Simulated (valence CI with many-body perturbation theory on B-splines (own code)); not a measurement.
# Nb⁹⁺: key properties

Computed by configuration interaction combined with many-body perturbation theory (CI+MBPT): four valence electrons over a frozen Dirac-Fock core [Ar] 3d10, radial functions for each j: 11 s, 11 p, 10 d, 8 f, 5 g, 2 h, with the one-electron correlation potential Σ1, the two-electron term Σ2, the three-electron term Σ3, Breit, model QED; selected CI, second order for the rest, scaled by the run's own slope (own B-spline code, finite nucleus).

No measured levels were compared; by estimate levels hold to about 250 cm⁻¹ or 0.2 % of their energy and the worst to 1 %, as in measured heavy ions of charge 2 to 7; those with d or f electrons hold less well. Among the levels kept, up to 740 cm⁻¹ of a level comes from second order outside the variational space, and about a tenth of that is noise between levels of different J, which matters for small intervals.

Rates and lifetimes use the calculated energies. Strong lines usually hold to 10 to 20 %, long lifetimes can be off by a factor of two.

Q: What is the ground level?

A: 4s²4p² ³P_0, composition 89 % 4s²4p² ³P + 9 % 4s²4p² ¹S.

Q: Among levels below 108.67 eV, which E1 lines absorb most strongly from the ground level?

A: to 4s²4p4d ³D°_1 at 25.65 nm, f = 2.14; to 4s4p³ ³S°_1 at 32.42 nm, f = 0.276; to 4s4p³ ³D°_1 at 43.73 nm, f = 0.211.

Q: What is the ionisation energy?

A: 180.39 eV; NIST lists 180 ± 2.2 eV (theoretical).

Q: How is the term ³P of the ground level split?

A: J = 0 at 0.00, J = 1 at 1.76, J = 2 at 2.83 eV.

Q: Where does the other parity begin?

A: At 4s4p³ ⁵S°_2, 22.53 eV.
